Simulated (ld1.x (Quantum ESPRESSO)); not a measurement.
What the settings do to the TM potential of germanium (Ge)

Base potential:

* Element: Ge
* Generator: ld1.x (Quantum ESPRESSO) 7.5
* Type: norm-conserving Troullier–Martins (Kleinman–Bylander form)
* Functional: PBEsol
* Relativity: fully relativistic
* Frozen core: [Ar] 3d10
* Valence charge: 4
* Reference configuration: 4s1.75 4p2.25
* Partial waves: 4p (bound): rc 1.45 bohr; 4d channel at 0.05 Ry: rc 1.20 bohr; 4s (bound): rc 1.25 bohr
* Local potential: the s channel
* Core correction: a·sin(br)/r model core inside 0.90 bohr

Open shells are filled in proportion to 2j + 1 (rel_dist='average').

All-electron outer shells of the reference configuration (PBEsol, scalar-relativistic, ld1.x):

```
shell  level (eV)  outermost node (bohr)  outermost maximum (bohr)
   3p     -115.89                   0.23                      0.54
   3d      -29.76                      –                      0.50
   4s      -11.99                   0.77                      1.73
   4p       -4.08                   0.82                      2.19
```

Cutoffs, loose and tight: the cutoffs (Ry, on a coarse ladder) from which the occupation-weighted sum of valence levels, in a spherical-Bessel basis at the reference potential, stays within 10 and 1 mRy of its value at 400 Ry. They do not see the model core or the augmentation charge, which bear on the density cutoff. Test errors are all-electron minus pseudo excitation energies from the reference, over the configurations 4s2 4p2; 4s2 4p1; 4s2 4p0; 4s2 4p1.5; 4s0 4p4; 4s2 4p2.3; 4s1 4p3. A dash means not determined; rows that change the core or the reference have their own tests. The largest error is taken over the tests solved by every variant that gives reliable tests at all: 4s0 4p4; 4s1 4p3; 4s2 4p0; 4s2 4p1; 4s2 4p1.5; 4s2 4p2.

A true bound ghost makes a file unfit for plane-wave use even where its test errors are small: the radial tests pick states by their node count and pass the ghost by.

Cutoffs are not given where the Bessel-basis levels miss the radial ones by over 6 mRy, ghosts where they miss by over 20 mRy; a channel whose overlap is not positive is not tested.

| change | outcome | cutoff, loose | cutoff, tight | bound ghosts | largest test error (meV) |
| --- | --- | --- | --- | --- | --- |
| base | generated | 55 Ry | 140 Ry | p3/2, p1/2 | -48 |
| wave 4p (bound): rc 1.45 bohr becomes 4p (bound): rc 1.00 bohr | generated | – | – | not determined | -70 |
| wave 4p (bound): rc 1.45 bohr becomes 4p (bound): rc 1.22 bohr | generated | 160 Ry | 200 Ry | p3/2, p1/2 | -49 |
| wave 4p (bound): rc 1.45 bohr becomes 4p (bound): rc 1.40 bohr | generated | 60 Ry | 140 Ry | p3/2, p1/2 | -47 |
| wave 4p (bound): rc 1.45 bohr becomes 4p (bound): rc 1.62 bohr | generated | 50 Ry | 140 Ry | p3/2, p1/2 | -53 |
| wave 4p (bound): rc 1.45 bohr becomes 4p (bound): rc 1.96 bohr | generated | 50 Ry | 140 Ry | p3/2, p1/2 | -57 |
| wave 4p (bound): rc 1.45 bohr becomes 4p (bound): rc 2.12 bohr | generated | 50 Ry | 140 Ry | p3/2, p1/2 | -55 |

Reading the sweep of the p radius (base included, trends over the rows without a ghost): Bound ghosts are found at 1.22, 1.4, 1.45, 1.62, 1.96, 2.12 bohr. Every judged row has one, so this setting neither creates nor removes them.
